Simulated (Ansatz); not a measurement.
Consider the ligand exchange at the Si–C bond: `CB(C)C[SiH3]` + `CCBO` → `CCBO[SiH3]` + `CB(C)C`.

Isolated molecules relaxed with PBE0-D4/def2-TZVP in Ansatz; ΔE leaves out vibrations. CBS: MP2 limit from def2 TZ/QZ plus the TZ coupled-cluster correction, frozen cores. Each species was taken in one conformer, which may not be the lowest.

```
       species  HF/def2-QZVPP energy (Eh)
`CB(C)C[SiH3]`                 -433.72657
        `CCBO`                 -179.49341
  `CCBO[SiH3]`                 -469.65147
      `CB(C)C`                 -143.60659
```

**Question.** Work out ΔE.

**Answer.** ΔE = (-469.65147) + (-143.60659) − (-433.72657) − (-179.49341) = -0.03808 Eh = -100.0 kJ/mol. CCSD(T)/CBS gives -71.1 kJ/mol.

Largest T1 diagnostic among the species: 0.011.

From PBE to PBE0 (25 % exact exchange), in def2-TZVPP and without D4, ΔE moves by −4.7 kJ/mol. In def2-TZVPP, CCSD(T) changes the Hartree–Fock value by +28.5 kJ/mol (the triples alone add +4.2 kJ/mol) and MP2 by +28.5 kJ/mol. Leaving LDA and LC-ωPBE aside and taking each functional with its dispersion term where it has one, the values, not all of them listed here, spread over 26.8 kJ/mol, from BHLYP-D4 to revPBE-D4. LDA lies +4.1 kJ/mol from PBE without D4.
